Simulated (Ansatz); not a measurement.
Mulliken charges of `[OH][SnH]([F])[O][SiH3]` from ωB97M-V/def2-TZVPP in Ansatz (PBE0-D4/def2-TZVP geometry).

| atom | x (Å) | y (Å) | z (Å) | charge (e) |
| --- | --- | --- | --- | --- |
| O1 | -1.193 | -1.602 | 1.324 | -0.523 |
| Sn2 | 0.594 | -1.297 | 0.640 | 1.254 |
| F3 | 0.639 | -2.139 | -1.076 | -0.477 |
| O4 | 0.831 | 0.579 | 0.239 | -0.604 |
| Si5 | 0.016 | 1.683 | -0.658 | 0.346 |
| H6 | -1.881 | -1.481 | 0.664 | 0.186 |
| H7 | 1.796 | -1.873 | 1.665 | -0.046 |
| H8 | -1.327 | 1.157 | -1.040 | -0.058 |
| H9 | -0.163 | 2.922 | 0.141 | -0.039 |
| H10 | 0.772 | 2.001 | -1.896 | -0.039 |

**Question.** By hand: the dipole of these point charges (1 e Å = 4.8032 D).

**Answer.** Σ q r = (0.188, 0.016, 0.427) e Å, of length 0.467 e Å = 2.24 D.

**Question.** How does the dipole of the full density compare? (An estimate is asked.)

**Answer.** Computed: (0.052, -0.005, 0.245) e Å, 1.20 D; the point charges give 1.87 times that, at 12° from its direction.

Point charges leave out the atoms' own dipoles, such as those of lone pairs, and Mulliken's split depends on the basis, so the two needn't agree.
